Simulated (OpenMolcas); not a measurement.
## Cr+: input and output

Input:

```
&GATEWAY
Coord
1

Cr 0.0 0.0 0.0
Basis=ANO-R3
Group=XYZ
NoMove
AngMom=0.0 0.0 0.0
AMFI
&SEWARD
&RASSCF
FileOrb=start.orb
Symmetry=1
Spin=6
nActEl=5 0 0
Inactive=3 6
Ras2=5 0
CIRoot=1 1 1
SDav=1
CIMx=300
Iter=120 100
PrWF=0.3
OrbListing=Nothing
MaxOrb=0
Atom
>>> COPY $Project.JobIph JOB001
&RASSCF
FileOrb=start.orb
Symmetry=1
Spin=4
nActEl=5 0 0
Inactive=3 6
Ras2=5 0
CIRoot=24 24 1
SDav=24
CIMx=300
Iter=120 100
PrWF=0.3
OrbListing=Nothing
MaxOrb=0
Atom
>>> COPY $Project.JobIph JOB002
&RASSCF
FileOrb=start.orb
Symmetry=1
Spin=2
nActEl=5 0 0
Inactive=3 6
Ras2=5 0
CIRoot=75 75 1
SDav=75
CIMx=300
Iter=120 100
PrWF=0.3
OrbListing=Nothing
MaxOrb=0
Atom
>>> COPY $Project.JobIph JOB003
&RASSI
NrOfJobIphs=3 1 24 53
1
1 2 3 4 5 6 7 8 9 10 11 12 13 14 15 16 17 18 19 20 21 22 23 24
1 2 3 4 5 6 7 8 9 10 11 12 13 14 15 16 17 18 19 20 21 22 23 24 25 26 27
28 29 30 31 32 33 34 35 36 37 38 39 40 41 42 43 44 45 46 47 48 49 50 51
52 53
IphNames
JOB001
JOB002
JOB003
EJob
SpinOrbit
DIPRint=1.0
SOCoupling=1000.0
Subsets=2
MEES
Property=10
'ANGMOM' 1 'ANGMOM' 2 'ANGMOM' 3 'MLTPL  1' 1 'MLTPL  1' 2 'MLTPL  1' 3
'AMFI' 1 'AMFI' 2 'AMFI' 3 'MLTPL  2' 6
SOProperty=3
'ANGMOM' 1 'ANGMOM' 2 'ANGMOM' 3
```

A driver script runs the steps one by one and writes start.orb anew before each from the orbitals found so far.

Output, cut to the results:

```
--- SEWARD ---
Basis set label: CR.ANO-R...7S5P5D3F1G.

      Electronic valence basis set:
      ------------------
      Associated Effective Charge  24.000000 au
      Associated Actual Charge     24.000000 au
      Nuclear Model: Finite nucleus - Gaussian distribution
        Gaussian exponent, Xi/bohr**(-2):  3.08426E+08

      Shell  nPrim  nBasis  Cartesian Spherical Contaminant
         s      20       7        X
         p      12       5        X
         d       9       5                 X
         f       5       3                 X
         g       4       1                 X
                  Relativistic X2C integrals
                  Atomic mean-field integrals
--- RASSCF ---
Wave function specifications:
      -----------------------------

      Number of closed shell electrons          18
      Number of electrons in active shells       5
      Max number of holes in RAS1 space          0
      Max nr of electrons in RAS3 space          0
      Number of inactive orbitals                9
      Number of active orbitals                  5
      Number of secondary orbitals              63
      Spin quantum number                      2.5
      State symmetry                             1
Orbital specifications:
      -----------------------

      Symmetry species                           1   2
                                                ag  au
      Frozen orbitals                            0   0
      Inactive orbitals                          3   6
      Active orbitals                            5   0
      RAS1 orbitals                              0   0
      RAS2 orbitals                              5   0
      RAS3 orbitals                              0   0
      Secondary orbitals                        33  30
      Deleted orbitals                           0   0
      Number of basis functions                 41  36
      Number of CSFs                             1
      Number of root(s) required                 1
      Iter CI   SX   CI       RASSCF       Energy    max ROT     max BLB   max BLB  Level Ln srch  Step   QN
          iter iter root      energy       change     param      element    value   shift minimum  type update
 Nr of preliminary CI iterations:   1
      Total energies have been shifted. Add                -1000.00 au
        1   1    9    1   -49.42928540    0.00E+00   7.78E-02    5  11 2  4.03E-02*  0.26   0.00    SX    NO
        2   1    9    1   -49.45114651   -2.19E-02* -2.66E-03    4  13 2  1.01E-02*  0.27   0.00    SX    NO
        3   1    9    1   -49.45120642   -5.99E-05* -1.40E-03    5  11 2  5.75E-03*  0.28   0.00    SX    NO
        4   1    8    1   -49.45121891   -1.25E-05*  1.21E-03    6  12 2 -3.20E-03*  0.27   0.00    SX    NO
        5   1    8    1   -49.45122424   -5.33E-06* -4.93E-04    5  11 2  2.52E-03*  0.27   0.59    LS   YES
        6   1    7    1   -49.45122923   -4.99E-06*  3.67E-05    5   8 2 -1.92E-04*  0.27   1.00    QN   YES
        7   1    7    1   -49.45122929   -6.01E-08* -1.72E-05    6   9 2 -5.76E-05   0.27   1.45    QN   YES
        8   1    3    1   -49.45122929   -6.45E-09  -1.43E-07    3  12 1  1.50E-06   0.27   1.00    QN   YES
      Convergence after  8 iterations
        9   1    3    1   -49.45122929    1.14E-12  -1.43E-07    3  12 1  2.18E-07   0.27   1.00    QN   YES
      Natural orbitals and occupation numbers for root  1
      sym 1:   1.000000   1.000000   1.000000   1.000000   1.000000
::    RASSCF root number  1 Total energy:  -1049.45122929
--- RASSCF ---
Wave function specifications:
      -----------------------------

      Number of closed shell electrons          18
      Number of electrons in active shells       5
      Max number of holes in RAS1 space          0
      Max nr of electrons in RAS3 space          0
      Number of inactive orbitals                9
      Number of active orbitals                  5
      Number of secondary orbitals              63
      Spin quantum number                      1.5
      State symmetry                             1
Orbital specifications:
      -----------------------

      Symmetry species                           1   2
                                                ag  au
      Frozen orbitals                            0   0
      Inactive orbitals                          3   6
      Active orbitals                            5   0
      RAS1 orbitals                              0   0
...
--- RASSI ---
SPIN-FREE ENERGIES:
  (Shifted by EMIN (a.u.) =      -1049.4512292933)

 SF State       Relative EMIN(au)   Rel lowest level(eV)    D:o, cm**(-1)      L_eff

     1             0.0000000000        0.0000000000              0.0000         0.0
     2             0.1192387428        3.2446514858          26169.8791         4.0
     3             0.1192387428        3.2446514858          26169.8791         4.0
     4             0.1192387428        3.2446514858          26169.8791         4.0
     5             0.1192387428        3.2446514858          26169.8791         4.0
     6             0.1192387428        3.2446514858          26169.8791         4.0
     7             0.1192387428        3.2446514858          26169.8791         4.0
     8             0.1192387428        3.2446514858          26169.8791         4.0
     9             0.1192387428        3.2446514858          26169.8791         4.0
    10             0.1192387428        3.2446514858          26169.8791         4.0
    11             0.1370655083        3.7297424868          30082.4019         1.0
    12             0.1370655083        3.7297424868          30082.4019         1.0
    13             0.1370655083        3.7297424868          30082.4019         1.0
    14             0.1483340155        4.0363741883          32555.5534         2.0
    15             0.1483340155        4.0363741883          32555.5534         2.0
    16             0.1483340155        4.0363741883          32555.5534         2.0
    17             0.1483340155        4.0363741883          32555.5534         2.0
    18             0.1483340155        4.0363741883          32555.5534         2.0
    26             0.1692157617        4.6045954502          37138.5669         6.0
    27             0.1692157617        4.6045954502          37138.5669         6.0
    28             0.1692157617        4.6045954502          37138.5669         6.0
...
```

Levels above the lowest, from the spin-orbit matrix, grouped by J:

| Configuration | Term | J | E (eV) | Measured (eV) | g | Term weight % | Second |
| --- | --- | --- | --- | --- | --- | --- | --- |
| 3d⁵ | ⁶S | 5/2 | 0.0000 | 0.0000 | 2.002 | 100 |  |
| 3d⁵ | ⁴G | 5/2 | 3.2437 | 2.5432 | 0.571 | 100 |  |
| 3d⁵ | ⁴G | 7/2 | 3.2446 | 2.5439 | 0.984 | 100 |  |
| 3d⁵ | ⁴G | 11/2 | 3.2447 | 2.5432 | 1.273 | 100 |  |
| 3d⁵ | ⁴G | 9/2 | 3.2451 | 2.5441 | 1.172 | 100 |  |
| 3d⁵ | ⁴P | 5/2 | 3.7240 | 2.7056 | 1.597 | 98 |  |
| 3d⁵ | ⁴P | 3/2 | 3.7263 | 2.7058 | 1.728 | 99 |  |
| 3d⁵ | ⁴P | 1/2 | 3.7289 | 2.7058 | 2.660 | 100 |  |
| 3d⁵ | ⁴D | 7/2 | 4.0359 |  | 1.429 | 100 |  |
| 3d⁵ | ⁴D | 1/2 | 4.0385 |  | 0.008 | 100 |  |
| 3d⁵ | ⁴D | 3/2 | 4.0408 |  | 1.207 | 99 |  |
| 3d⁵ | ⁴D | 5/2 | 4.0415 |  | 1.376 | 98 |  |
| 3d⁵ | ²I | 11/2 | 4.6035 |  | 0.923 | 100 |  |
| 3d⁵ | ²I | 13/2 | 4.6055 |  | 1.077 | 100 |  |
| 3d⁵ | ²D | 5/2 | 5.1861 |  | 1.126 | 78 | 22 ²F(1) |
| 3d⁵ | ²D | 3/2 | 5.2147 |  | 0.792 | 98 | 2 ⁴F |
| 3d⁵ | ²F(1) | 7/2 | 5.3052 |  | 1.143 | 100 |  |
| 3d⁵ | ²F(1) | 5/2 | 5.3391 |  | 0.930 | 78 | 21 ²D |
| 3d⁵ | ⁴F | 9/2 | 5.4245 |  | 1.332 | 99 |  |
| 3d⁵ | ⁴F | 7/2 | 5.4262 |  | 1.238 | 100 |  |
| 3d⁵ | ⁴F | 5/2 | 5.4294 |  | 1.030 | 98 |  |
| 3d⁵ | ⁴F | 3/2 | 5.4320 |  | 0.407 | 98 | 2 ²D |
| 3d⁵ | ²H | 9/2 | 5.6345 |  | 0.914 | 97 | 2 ²G |
| 3d⁵ | ²H | 11/2 | 5.6422 |  | 1.091 | 100 |  |

Against the 7 measured excited levels shown (NIST Handbook of Basic Atomic Spectroscopic Data) the mean absolute deviation is 6800 cm-1; the largest miss in energy is 3d⁵ ⁴P_1/2: computed 3.7289, measured 2.7058 eV (+37.8 %).

Some high roots are left out of the spin-orbit mixing, which shifts the levels that they would mix with. Without dynamic correlation excited terms often stand tens of per cent too high (terms of higher spin than the ground term too low), and those without a measured partner can miss by more than the paired ones. Computed and measured levels are paired by configuration, term and J; levels that our copy of the source lacks, or whose pairing is in doubt (as where it misses far off the trend of its configuration), stay unpaired and out of the deviations. Levels of configurations outside the active space are missing. The first state left out of the spin-orbit step lies near 62000 cm-1 above the lowest spin-free state of the reference (among the parities and spins computed), and the list stops at four fifths of that energy or lower. The table shows the lowest 24 of 26 levels.

The term weight is that of the spin-free term in the level, not the purity of its configuration. A number in round brackets counts repeated terms of one configuration in the order of the reference energies.
